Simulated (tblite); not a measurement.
Species: C4H8FSi3 (doublet state).
Structure used (GFN2-xTB), in Å, numbered top down from 1:
```xyz
16
C4H8FSi3 angstrom
F     -0.9961    1.2072   -1.6041
C     -0.7987    0.3837   -0.4786
C      0.5855    0.0439   -0.3652
C      1.7541   -0.2189   -0.2067
Si     3.5339   -0.6332    0.0105
C     -1.7427   -0.8227   -0.5869
Si    -3.1243   -0.2099    0.6242
Si    -1.5083    1.3844    1.0699
H      4.2202    0.5300    0.5820
H      3.6206   -1.7753    0.9277
H      4.1107   -0.9798   -1.2916
H     -1.2336   -1.7332   -0.2730
H     -2.0574   -0.9657   -1.6205
H     -4.3989   -0.0339   -0.1052
H     -0.7494    1.0257    2.2780
H     -1.2232    2.8067    0.8234
```

Computed geometry: GFN2-xTB, gas phase. This method treats the open shell by occupation alone, without spin polarisation.

Masses are those of the commonest isotopes; rigid-rotor values at the optimised geometry. The values belong to one conformer with, in the numbering `[F:1][C@:2]1([C:3]#[C:4][SiH3:5])[CH2:6][SiH:7][SiH2:8]1`, F1–C2–C6–Si7 -100°, C2–C6–Si7–Si8 -10°, C6–Si7–Si8–C2 8°, F1–C2–Si8–Si7 104°.

**Question.** What are A, B and C (cm⁻¹)?

**Answer.** Ia = 206.40, Ib = 969.85, Ic = 980.91 u·Å²; 505379 MHz·u·Å²/I gives 2449, 521.1 and 515.2 MHz, that is A = 0.08167, B = 0.01738, C = 0.01719 cm⁻¹.

**Question.** What kind of rotor is it?

**Answer.** A near-prolate asymmetric top; Ray's κ = -0.994.

**Question.** What does the inertial defect say?

**Answer.** Not planar: Δ = Ic − Ia − Ib = -195.34 u·Å². For a rigid frame Δ = −2 Σ m c², so Σ m c² = 97.67 u·Å² lies off the ab plane: 12.85 from hydrogen and 84.82 from heavier atoms. The atom farthest from that plane is 2.17 Å away.

**Question.** Give the other two planar moments, Paa and Pbb, and the rms extents of the mass along the axes.

**Answer.** Paa = Σ m a² = (Ib + Ic − Ia)/2 = 872.18 and Pbb = Σ m b² = (Ia + Ic − Ib)/2 = 108.73 u·Å². With the mass M = 158.99 u, the rms extents √(P/M) along a, b and c are 2.34, 0.83, 0.78 Å.

**Question.** List the rotational levels J(Ka,Kc) to J = 4 (K).

**Answer.** Above 0(0,0), as E/k:
J = 1: 1(0,1) 0.050, 1(1,1) 0.142, 1(1,0) 0.143
J = 2: 2(0,2) 0.149, 2(1,2) 0.241, 2(1,1) 0.242, 2(2,1) 0.520, 2(2,0) 0.520
J = 3: 3(0,3) 0.298, 3(1,3) 0.390, 3(1,2) 0.392, 3(2,2) 0.669, 3(2,1) 0.669, 3(3,1) 1.132, 3(3,0) 1.132
J = 4: 4(0,4) 0.497, 4(1,4) 0.589, 4(1,3) 0.591, 4(2,3) 0.868, 4(2,2) 0.868, 4(3,2) 1.331, 4(3,1) 1.331, 4(4,1) 1.980, 4(4,0) 1.980
The levels of one J sum to (2J + 1)J(J + 1)(A + B + C)/3.

**Question.** Estimate the classical rotational partition function at 100 K, 200 K and 298.15 K.

**Answer.** Point group C1, symmetry number σ = 1; q = (√π/σ)·√((kT/h)³/(ABC)), k/h = 20836.6 MHz/K: 208000 at 100 K, 588000 at 200 K, 1070000 at 298.15 K.

For this open shell read J as N, the rotation without spin; fine and hyperfine splittings come on top. Its lowest GFN2-xTB frequency is 12 cm⁻¹, too small to tell a flat minimum from a shallow saddle. These are rigid-rotor constants of the computed structure; measured ground-state constants (B0) also hold zero-point vibration.
